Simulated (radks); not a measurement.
Question: These are the eigenvalues of the occupied orbitals of an atom or ion with whole-number occupations (eV). Calculated with a radial shooting solver on a logarithmic mesh with Libxc functionals: Dirac Kohn-Sham, exchange-only LDA, spin-unpolarised, spherical densities, point nucleus.

orbital  eigenvalue
1s1/2     -14139.79
2s1/2     -1870.693
2p1/2     -1692.966
2p3/2     -1639.249
3s1/2     -272.9252
3p1/2     -210.1740
3p3/2     -202.2532
3d3/2      -92.4431
3d5/2      -91.1397
4s1/2      -32.6553
4p1/2      -18.7801
4p3/2      -18.0557

Which element is it, and in what charge state? The configuration may be excited. Open shells, if any, fill j = l - 1/2 first.

Answer: Z = 36, krypton, charge +1: Kr+ in [Ar] 3d10 4s2 4p5. The list shows which subshells hold electrons but not how many an open one holds; the 1s level, -519.63 hartree, gives Z - s = 32.2 by -(Z - s)^2/2, which with screening and relativity narrows Z to a few neighbours, and the depths of the outer levels then fix element, charge and occupations together.
